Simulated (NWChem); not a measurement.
# C2H3BFNO; SMILES N(=C=O)B(F)C

```xyz
9

B     -0.0579     0.9550    -0.0044
F     -1.2100     1.6192     0.0004
C      1.2867     1.7501    -0.0013
H      2.1773     1.1165    -0.1005
H      1.3666     2.3199     0.9405
H      1.2847     2.5006    -0.8084
N     -0.1426    -0.4648    -0.0003
C     -0.0621    -1.6584    -0.0004
O      0.0002    -2.8227    -0.0001
```
Atoms are numbered in this order, from 1.

Program: NWChem. Structure relaxed at the PBE0/def2-SVP level.

For level PBE/def2-SVP:

```
Quantity                     Value
---------------------------  -----
highest occupied level (eV)  -7.24
orbital gap (eV)              5.49
dipole (D)                    1.67
```

### Question
What are these values for level CAM-B3LYP/def2-SVP?

### Answer
highest occupied level (eV): -10.06
orbital gap (eV): 10.41
dipole (D): 1.81
